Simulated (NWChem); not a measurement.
The numbers come from NWChem runs, not from measurements. System: phosphorus nitride (NP), charge 0, spin multiplicity 1, at a geometry optimised with PBE0/def2-SVP. Level: EOM-CCSD/aug-cc-pVDZ, 6 core orbitals frozen.

Output (cleaned and shortened):

```
             Northwest Computational Chemistry Package (NWChem) 7.3.0
             --------------------------------------------------------

                                NWChem Input Module
                                -------------------

 Scaling coordinates for geometry "geometry" by  1.889725989
 (inverse scale =  0.529177249)

 Turning off AUTOSYM since
 SYMMETRY directive was detected!

                             Geometry "geometry" -> ""
                             -------------------------

 Output coordinates in angstroms (scale by  1.889725989 to convert to a.u.)

  No.       Tag          Charge          X              Y              Z
 ---- ---------------- ---------- -------------- -------------- --------------
    1 N                    7.0000     0.00000000     0.00000000     1.01492900
    2 P                   15.0000     0.00000000     0.00000000    -0.47363400

 Effective nuclear repulsion energy (a.u.)      37.3270134653

            Nuclear Dipole moment (a.u.)
            ----------------------------
        X                 Y               Z
 ---------------- ---------------- ----------------
     0.0000000000     0.0000000000    -0.0000132281

      Symmetry information
      --------------------

 Group name             C2v
 Group number             16
 Group order               4
 No. of unique centers     2

      Symmetry unique atoms

     1    2


 Summary of "ao basis" -> "" (spherical)
 ------------------------------------------------------------------------------
       Tag                 Description            Shells   Functions and Types
 ---------------- ------------------------------  ------  ---------------------
 *                        aug-cc-pvdz                 on all atoms

 Summary of "ao basis" -> "ao basis" (spherical)
 ------------------------------------------------------------------------------
       Tag                 Description            Shells   Functions and Types
 ---------------- ------------------------------  ------  ---------------------
 N                        aug-cc-pvdz                9       23   4s3p2d
 P                        aug-cc-pvdz               11       27   5s4p2d

                                 NWChem SCF Module
                                 -----------------

  ao basis        = "ao basis"
  functions       =    50
  atoms           =     2
  closed shells   =    11
  open shells     =     0
  charge          =   0.00
  wavefunction    = RHF
  use symmetry    = T
  symmetry adapt  = T

 Summary of "ao basis" -> "ao basis" (spherical)
 ------------------------------------------------------------------------------
       Tag                 Description            Shells   Functions and Types
 ---------------- ------------------------------  ------  ---------------------
 N                        aug-cc-pvdz                9       23   4s3p2d
 P                        aug-cc-pvdz               11       27   5s4p2d

      Symmetry analysis of basis
      --------------------------

        a1         24
        a2          4
        b1         11
        b2         11

 Forming initial guess at       0.0s

      Superposition of Atomic Density Guess
      -------------------------------------

 Sum of atomic energies:        -394.95433547

      Non-variational initial energy
      ------------------------------

 Total energy =    -395.163144
 1-e energy   =    -618.984873
 2-e energy   =     186.494716
 HOMO         =      -0.348944
 LUMO         =      -0.062130

      Symmetry analysis of molecular orbitals - initial
      -------------------------------------------------

 !! scf_movecs_sym_adapt:   30 vectors were symmetry contaminated

  Symmetry fudging

 !! scf_movecs_sym_adapt:   26 vectors were symmetry contaminated

  Numbering of irreducible representations:

     1 a1          2 a2          3 b1          4 b2

  Orbital symmetries:

     1 a1          2 a1          3 a1          4 a1          5 b2
     6 b1          7 a1          8 a1          9 b1         10 b2
    11 a1         12 b2         13 b1         14 a1         15 a1
    16 b2         17 b1         18 a1         19 b2         20 b1
    21 a1

 Starting SCF solution at       0.9s
[...]
   0.0001471861869   0.1967823743680    5.35472     0.5     0.5

 Iteration  17 using   17 trial vectors
   0.0000547864953   0.1967777445383    5.35460     0.5     0.5

 Iteration  18 using   18 trial vectors
   0.0000201183454   0.1967793504895    5.35464     0.5     0.5

 Iteration  19 using   19 trial vectors
   0.0000065611592   0.1967791196491    5.35463     0.5     0.5
 --------------------------------------------------------------
 Iterations converged

 Excited state root  1
 Excitation energy / hartree =        0.196779306970854
                   / eV      =        5.354639666267392

 EOM-CCSD transition moments / hartree
 --------------------------------------------
 X    0.1232274 Y    0.0000000 Z    0.0000000
 Oscillator Strength                0.0019921
 --------------------------------------------

 EOM-CCSD dipole moments / hartree & Debye
 ------------------------------------
   X         0.0000000      0.0000000
   Y        -0.0000000     -0.0000000
   Z         0.2917866      0.7416532
 Total       0.2917866      0.7416532
 ------------------------------------

 Singles contributions
    13b1  (alpha) ---     8a1  (alpha)        0.1637228191
    13b1  (alpha) ---     9a1  (alpha)       -0.8185093617
    16b1  (alpha) ---     9a1  (alpha)        0.3407096284
    20b1  (alpha) ---     9a1  (alpha)       -0.1113483433

 Doubles contributions

 =========================================
 Excited-state calculation ( b2  symmetry)
 =========================================
 Dim. of EOMCC iter. space      500

 EOMCCSD SOLVER TYPE  1
  maxdiff =   0.51481555989995331

 No. of initial right vectors    1

 EOM-CCSD right-hand side iterations
 --------------------------------------------------------------
      Residuum       Omega / hartree  Omega / eV    Cpu    Wall
 --------------------------------------------------------------

 Iteration   1 using    1 trial vectors
   0.4126389587376   0.4454848518090   12.12226     0.3     0.3

 Iteration   2 using    2 trial vectors
   0.1003352332347   0.3623854646022    9.86101     0.2     0.2

 Iteration   3 using    3 trial vectors
   0.0740849088308   0.3519858294002    9.57803     0.2     0.2

 Iteration   4 using    4 trial vectors
   0.0716850449172   0.3406927683048    9.27073     0.2     0.2

 Iteration   5 using    5 trial vectors
   0.0815348431314   0.3309125927004    9.00459     0.2     0.2

 Iteration   6 using    6 trial vectors
   0.2367061696141   0.2772732038757    7.54499     0.2     0.2

 Iteration   7 using    7 trial vectors
   0.1339601110942   0.2152269720808    5.85663     0.2     0.2

 Iteration   8 using    8 trial vectors
   0.0732441146678   0.2052045513455    5.58390     0.2     0.2

 Iteration   9 using    9 trial vectors
   0.0385069274618   0.1973528537136    5.37025     0.2     0.2

 Iteration  10 using   10 trial vectors
   0.0174656650239   0.1972054491357    5.36624     0.2     0.2

 Iteration  11 using   11 trial vectors
   0.0076315739679   0.1967302278998    5.35330     0.2     0.2

 Iteration  12 using   12 trial vectors
   0.0035372190500   0.1967959926851    5.35509     0.2     0.2

 Iteration  13 using   13 trial vectors
   0.0018147625411   0.1967785357006    5.35462     0.2     0.2

 Iteration  14 using   14 trial vectors
   0.0008021402262   0.1967790611290    5.35463     0.2     0.2

 Iteration  15 using   15 trial vectors
   0.0003130471175   0.1967805172349    5.35467     0.2     0.2

 Iteration  16 using   16 trial vectors
   0.0001101841407   0.1967782017778    5.35461     0.2     0.2

 Iteration  17 using   17 trial vectors
   0.0000418312105   0.1967796169972    5.35465     0.2     0.2

 Iteration  18 using   18 trial vectors
   0.0000148802337   0.1967788921581    5.35463     0.2     0.2

 Iteration  19 using   19 trial vectors
   0.0000053413188   0.1967793069709    5.35464     0.2     0.2
 --------------------------------------------------------------
 Iterations converged
 ------------------

 Excited state root  1
 Excitation energy / hartree =        0.196779306970854
                   / eV      =        5.354639666267399
 largest EOMCCSD amplitudes: R1 and R2

 Singles contributions
    12b2  (alpha) ---     8a1  (alpha)        0.1637228191
    12b2  (alpha) ---     9a1  (alpha)       -0.8185093617
    17b2  (alpha) ---     9a1  (alpha)        0.3407096284
    19b2  (alpha) ---     9a1  (alpha)       -0.1113483433

 Doubles contributions

 No. of initial left vectors    1

 EOM-CCSD left-hand side iterations
 --------------------------------------------------------------
      Residuum       Omega / hartree  Omega / eV    Cpu    Wall
 --------------------------------------------------------------

 Iteration   1 using    1 trial vectors
   0.4676055582346   0.4454848518090   12.12226     0.5     0.5

 Iteration   2 using    2 trial vectors
   0.1060172668794   0.3634203904001    9.88918     0.4     0.4

 Iteration   3 using    3 trial vectors
   0.0733447098706   0.3525383546257    9.59306     0.4     0.4

 Iteration   4 using    4 trial vectors
   0.0744981009434   0.3412794267144    9.28669     0.4     0.4

 Iteration   5 using    5 trial vectors
   0.0809620892244   0.3312658866753    9.01421     0.5     0.5

 Iteration   6 using    6 trial vectors
   0.2436973312320   0.2795532703434    7.60703     0.5     0.5

 Iteration   7 using    7 trial vectors
   0.1430360211276   0.2135446195077    5.81085     0.5     0.5

 Iteration   8 using    8 trial vectors
   0.0794476497008   0.2087471555191    5.68030     0.4     0.4

 Iteration   9 using    9 trial vectors
   0.0417082162521   0.1956307127999    5.32338     0.5     0.5

 Iteration  10 using   10 trial vectors
   0.0193307234184   0.1982348411680    5.39425     0.5     0.5

 Iteration  11 using   11 trial vectors
   0.0084285102934   0.1964063629850    5.34449     0.5     0.5

 Iteration  12 using   12 trial vectors
   0.0040266136930   0.1969570104496    5.35948     0.5     0.5

 Iteration  13 using   13 trial vectors
   0.0020088490218   0.1967107950482    5.35278     0.5     0.5

 Iteration  14 using   14 trial vectors
   0.0009311755050   0.1968116343782    5.35552     0.5     0.5

 Iteration  15 using   15 trial vectors
   0.0003953029773   0.1967642585320    5.35423     0.5     0.5

 Iteration  16 using   16 trial vectors
   0.0001471861869   0.1967823743680    5.35472     0.5     0.5

 Iteration  17 using   17 trial vectors
   0.0000547864953   0.1967777445383    5.35460     0.5     0.5

 Iteration  18 using   18 trial vectors
   0.0000201183454   0.1967793504895    5.35464     0.5     0.5

 Iteration  19 using   19 trial vectors
   0.0000065611592   0.1967791196491    5.35463     0.5     0.5
 --------------------------------------------------------------
 Iterations converged

 Excited state root  1
 Excitation energy / hartree =        0.196779306970854
                   / eV      =        5.354639666267399

 EOM-CCSD transition moments / hartree
 --------------------------------------------
 X    0.0000000 Y    0.1232274 Z    0.0000000
 Oscillator Strength                0.0019921
 --------------------------------------------

 EOM-CCSD dipole moments / hartree & Debye
 ------------------------------------
   X         0.0000000      0.0000000
   Y        -0.0000000     -0.0000000
   Z         0.2917866      0.7416532
 Total       0.2917866      0.7416532
 ------------------------------------

 Singles contributions
    12b2  (alpha) ---     8a1  (alpha)        0.1637228191
    12b2  (alpha) ---     9a1  (alpha)       -0.8185093617
    17b2  (alpha) ---     9a1  (alpha)        0.3407096284
    19b2  (alpha) ---     9a1  (alpha)       -0.1113483433

 Doubles contributions

 Task  times  cpu:       51.5s     wall:       51.5s

 Total times  cpu:       51.6s     wall:       51.6s
```

Task: Write an NWChem input that would produce this output.

Result: Several could match; the one computed here: 
```
start mol
memory heap 100 mb stack 700 mb global 1900 mb
geometry units angstroms nocenter noautoz
  N      0.000000     0.000000     1.014929
  P      0.000000     0.000000    -0.473634
  symmetry group C2v
end
basis spherical
  * library aug-cc-pvdz
end
scf
  rhf
  nopen 0
  maxiter 100
  thresh 1e-7
  semidirect memsize 60000000 filesize 0
end
tce
  freeze core 6
  ccsd
  nroots 1
  2eorb
  2emet 13
  thresh 1e-5
  maxiter 200
  tilesize 24
  dipole
end
task tce energy
```
